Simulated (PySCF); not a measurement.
**Broadened absorption spectrum of C4H9AsBN**

Species: C4H9AsBN.
SMILES: `C(C#C)N(C)B[AsH2]`

Method used: PySCF, TDDFT wB97X-D/def2-SVPD, vertical, gas phase, core orbitals frozen in the response. Geometry: PBE0-D3(BJ)/def2-SVP, one conformer, isolated molecule. The wB97X-D/def2-SVPD calculation is non-relativistic and has no spin–orbit coupling, an omission that weighs most on arsenic. Torsions of this conformer, `[CH:1]#[C:2][CH2:3][N:4]([CH3:5])[BH:6][AsH2:7]`: C2–C3–N4–C5 -73°, C3–N4–B6–As7 4°, H–As7–B6–N4 -56°, H–As7–B6–N4 -150°.

Computed states:

```csv
state,E (eV),f
S1,5.59,0.060
S2,6.22,0.058
S3,6.43,0.0006
S4,6.61,0.155
S5,6.75,0.081
S6,6.86,0.133
```

Each state is given a Gaussian of 0.25 eV full width at half maximum, with ε(max) = 2.175×10⁸ f / Δν̃ (Δν̃ the width in cm⁻¹). The width is an assumption, not a result. The curve ends short of the highest state used, and states not computed would add to its high-energy end.

(1) Give the broadened spectrum and its maxima.

(2) Coming from long wavelengths, where does ε first pass 100 L mol⁻¹ cm⁻¹?

(3) On this curve, what absorbance would a 10⁻⁵ mol/L sample give at 222 nm over a 1 cm path?

Results:

(1) 
```tsv
λ (nm)	ε (L mol⁻¹ cm⁻¹)
197.9	5887
199.7	6171
201.4	5062
203.1	3291
204.8	1714
206.6	686
208.3	254
210.0	155
211.7	314
213.5	852
215.2	1850
216.9	3315
218.6	4935
220.4	6199
222.1	6459
223.8	5728
225.5	4354
227.3	2774
229.0	1569
230.7	776
232.4	338
234.2	123
235.9	42
237.6	13
```

Maxima: 222 nm (5.59 eV), ε about 6500, made up of S1 (100%); 199 nm (6.23 eV), ε about 6300, made up of S2 (99%) (ε in L mol⁻¹ cm⁻¹; maxima over ε = 5, shares over 10%).

(2) At about 235 nm (5.29 eV), 0.31 eV below S1.

(3) 222 nm is 5.585 eV, where ε is about 6500 L mol⁻¹ cm⁻¹, so A = ε c l ≈ 0.065 (Beer–Lambert, with the gas-phase spectrum and the assumed width).

The run took about 80 s of CPU time (one thread, shared machine).
